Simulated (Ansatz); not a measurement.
`C#CC[SiH2]F` → `C#C[SiH2]F` + `[CH2]` (triplet) at 600 K and 1 bar (formal loss of a carbene).

Isolated molecules relaxed with PBE0-D4/def2-TZVP in Ansatz; ΔE leaves out vibrations. CCSD(T)/CBS is the MP2 limit (def2-TZVPP, def2-QZVPP) plus CCSD(T) − MP2 in def2-TZVPP, frozen cores. This one scheme is used for every species. Triplets are unrestricted, without spin–orbit coupling. One conformer a species, not always the lowest.

```tsv
species	CCSD(T)/CBS energy (Eh)	H − E (kJ/mol)	S (J/(mol·K))
`C#CC[SiH2]F`	-506.03864	233.3	421.6
`C#C[SiH2]F`	-466.78369	147.9	365.5
`[CH2]` (triplet)	-39.09499	66.5	220.8
```

H − E and S are ideal-gas, rigid-rotor, harmonic terms from PBE0-D4/def2-TZVP, for one conformer and one mirror image of each species, with the whole ground term of open shells counted as degenerate. 1 Eh = 2625.50 kJ/mol, R = 8.31446 J/(mol·K).

Problem. By hand: ΔE, ΔH, ΔS and ΔG.

Solution. ΔE = (-466.78369) + (-39.09499) − (-506.03864) = 0.15996 Eh = 420.0 kJ/mol. Δ(H − E) = 147.9 + 66.5 − 233.3 = -18.9, so ΔH = 401.1 kJ/mol. ΔS = 365.5 + 220.8 − 421.6 = 164.7 J/(mol·K). ΔG = 401.1 − 600 × (164.7)/1000 = 302.3 kJ/mol.

Problem. By hand: the equilibrium constant, and the temperature at which ΔG would vanish if ΔH and ΔS stayed fixed.

Solution. log₁₀ K = −ΔG/(RT ln 10) = -26.3. ΔG = 0 at ΔH/ΔS = 2435 K.

The number of gas molecules changes by +1, which sets the sign of ΔS. A doubt of 5 kJ/mol in ΔE shifts log₁₀ K by 0.4 here. Other conformers and mirror images would add mixing entropy, several J/(mol·K) or more a flexible species. A triplet takes part, so the spin changes. These are equilibria of isolated gas molecules and say nothing of rates. Largest T1 diagnostic: 0.012 (customary marks: 0.02 for closed shells, 0.045 for open ones).
